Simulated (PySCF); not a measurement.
A side-by-side comparison of computed properties.

First species: C₇H₁₃OPS.
SMILES: `CCC1=C(OC)[P@H](=S)CC1`

Second species: C10H10.
Numbering: `[CH2:1]=[CH:2][C:3](=[CH2:4])[c:5]1[cH:6][cH:7][cH:8][cH:9][cH:10]1` (hydrogens: H11, H12 on C1; H13 on C2; H14, H15 on C4; H16 on C6; H17 on C7; H18 on C8; H19 on C9; H20 on C10)

Cartesian coordinates in Å at the GFN2-xTB level; atoms count from 1:
```
atom  x, y, z in Å
C1    -2.1779    1.0155    0.9575
C2    -2.3337   -0.0611    0.1959
C3    -1.2471   -0.7599   -0.4758
C4    -1.4682   -1.8367   -1.2290
C5     0.1283   -0.2322   -0.2949
C6     0.9206   -0.6820    0.7541
C7     2.2025   -0.1897    0.9229
C8     2.7044    0.7573    0.0462
C9     1.9199    1.2090   -1.0015
C10    0.6377    0.7177   -1.1716
H11   -1.2074    1.4509    1.1303
H12   -3.0141    1.4982    1.4339
H13   -3.3203   -0.4789    0.0382
H14   -0.6638   -2.3524   -1.7255
H15   -2.4593   -2.2350   -1.3718
H16    0.5263   -1.4211    1.4370
H17    2.8111   -0.5466    1.7411
H18    3.7049    1.1421    0.1788
H19    2.3076    1.9467   -1.6889
H20    0.0232    1.0690   -1.9883
```

Levels: PBE0/pcSseg-1 for HOMO energy, LUMO energy and HOMO–LUMO gap. Geometries: GFN2-xTB. Each structure is a single optimised conformer of the isolated species, non-relativistic unless stated. Electronic properties by PySCF.

The conformers computed, where there is a choice (atom-mapped SMILES and torsion angles):
- `[CH2:1]=[CH:2][C:3](=[CH2:4])[c:5]1[cH:6][cH:7][cH:8][cH:9][cH:10]1`: C1–C2–C3–C4 180°, C2–C3–C5–C6 90°

The conformers of `CCC1=C(OC)[P@H](=S)CC1` aren't listed.

Values for the first species:

```
HOMO energy   : -6.46 eV
LUMO energy   : -0.26 eV
HOMO–LUMO gap : 6.20 eV
```

(1) Estimate the same properties for the second species, and the change in each.

Results:

(1) 
| property | first | second | second less first |
| --- | --- | --- | --- |
| HOMO energy | -6.46 eV | -6.78 eV | -0.32 eV |
| LUMO energy | -0.26 eV | -0.81 eV | -0.55 eV |
| HOMO–LUMO gap | 6.20 eV | 5.97 eV | -0.23 eV |

